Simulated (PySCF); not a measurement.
## sec-butyl acetate, C$_{6}$H$_{12}$O$_{2}$

Molfile (atoms numbered from 1):
```
C6H12O2
     RDKit          3D

 20 19  0  0  0  0  0  0  0  0999 V2000
   -1.8059    1.6073    0.0782 C   0  0  0  0  0  0  0  0  0  0  0  0
   -1.7631    0.1427   -0.3400 C   0  0  0  0  0  0  0  0  0  0  0  0
   -0.5200   -0.5696    0.1891 C   0  0  1  0  0  0  0  0  0  0  0  0
   -0.5319   -2.0632   -0.1200 C   0  0  0  0  0  0  0  0  0  0  0  0
    0.6202    0.0419   -0.4366 O   0  0  0  0  0  0  0  0  0  0  0  0
    1.7763    0.0259    0.2269 C   0  0  0  0  0  0  0  0  0  0  0  0
    2.8534    0.7202   -0.5685 C   0  0  0  0  0  0  0  0  0  0  0  0
    1.9308   -0.4695    1.3120 O   0  0  0  0  0  0  0  0  0  0  0  0
   -0.9316    2.1314   -0.2993 H   0  0  0  0  0  0  0  0  0  0  0  0
   -2.6961    2.0889   -0.3185 H   0  0  0  0  0  0  0  0  0  0  0  0
   -1.8186    1.6954    1.1623 H   0  0  0  0  0  0  0  0  0  0  0  0
   -2.6436   -0.3782    0.0384 H   0  0  0  0  0  0  0  0  0  0  0  0
   -1.7632    0.0719   -1.4288 H   0  0  0  0  0  0  0  0  0  0  0  0
   -0.4274   -0.4222    1.2731 H   0  0  0  0  0  0  0  0  0  0  0  0
   -1.3915   -2.5319    0.3501 H   0  0  0  0  0  0  0  0  0  0  0  0
    0.3729   -2.5278    0.2646 H   0  0  0  0  0  0  0  0  0  0  0  0
   -0.5832   -2.2213   -1.1949 H   0  0  0  0  0  0  0  0  0  0  0  0
    2.5645    1.7537   -0.7427 H   0  0  0  0  0  0  0  0  0  0  0  0
    2.9610    0.2307   -1.5329 H   0  0  0  0  0  0  0  0  0  0  0  0
    3.7917    0.6843   -0.0241 H   0  0  0  0  0  0  0  0  0  0  0  0
  1  2  1  0
  2  3  1  0
  3  4  1  0
  3  5  1  0
  5  6  1  0
  6  7  1  0
  6  8  2  0
  1  9  1  0
  1 10  1  0
  1 11  1  0
  2 12  1  0
  2 13  1  0
  3 14  1  1
  4 15  1  0
  4 16  1  0
  4 17  1  0
  7 18  1  0
  7 19  1  0
  7 20  1  0
M  END
```

Method used: GIAO KT3/pcSseg-1 magnetisability, rotational g tensor and spin-rotation constants, non-relativistic, gas phase (PySCF). Geometry: GFN2-xTB.

Task: How diamagnetic is it, and how anisotropic?

Result: Isotropic -1292 × 10⁻³⁰ J/T², or -77.8 × 10⁻⁶ cm³/mol; principal values -1414, -1294, -1170 × 10⁻³⁰ J/T², anisotropy 211 × 10⁻³⁰ J/T² (root of half the summed squared differences of the principal values). The susceptibility is in cgs units.

Task: Split it along the inertial axes a, b, c into diamagnetic and paramagnetic parts about the centre of mass, with the quadrupole moment.

Result: 
| axis | χ (10⁻⁶ cm³/mol) | diamagnetic (10⁻⁶ cm³/mol) | paramagnetic (10⁻⁶ cm³/mol) | summed x² of all electrons (Å²) | quadrupole Θ (D Å) |
| --- | --- | --- | --- | --- | --- |
| a | -75.7 | -552.7 | 477.0 | 201.5 | +2.63 |
| b | -83.2 | -1016.5 | 933.4 | 92.2 | +0.96 |
| c | -74.7 | -1246.2 | 1171.5 | 38.1 | -3.59 |

Anisotropies 2χaa − χbb − χcc = +6.5 and 2χbb − χaa − χcc = -16.0 × 10⁻⁶ cm³/mol. Θ is traceless in Buckingham's convention.

Task: And the rotational g tensor?

Result: 
```tsv
axis	rotational constant (GHz)	g	nuclear part	electronic part
a	2.8991	-0.0185	0.6312	-0.6497
b	1.3614	-0.0033	0.5937	-0.5969
c	1.1026	-0.0056	0.6012	-0.6068
```
Asymmetric top; isotopes 12C, 1H, 16O; no vibrational averaging.
